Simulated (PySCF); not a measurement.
# Working out the excitation energy of C²⁺

C²⁺ [He] 2s2 (1S) → C²⁺ [He] 2s1 2p1 (3P). Computed with PySCF 2.14 in x2c-TZVPPall (5s3p2d1f, 31 functions), with the spin-free X2C one-electron Hamiltonian (Gaussian nucleus). Frozen: nothing. Energies in hartree (1 hartree = 27.21139 eV):

```tsv
part	C²⁺ (lower)	C²⁺ (upper)
UHF	-36.422566	-36.251224
MP2 opposite-spin	-0.057491	-0.014884
MP2 same-spin	-0.000315	-0.003642
```

Task: What does Hartree-Fock give?

Result: (-36.251224) − (-36.422566) = 0.171342 hartree = 4.662 eV.

Task: What do MP2 and SCS-MP2 (6/5 opposite-spin, 1/3 same-spin) give?

Result: The opposite-spin parts differ by 1.159 eV and the same-spin parts by -0.091 eV. MP2: 4.662 + (1.159) + (-0.091) = 5.730 eV. SCS-MP2: 4.662 + 1.2 × (1.159) + (-0.091)/3 = 6.022 eV.
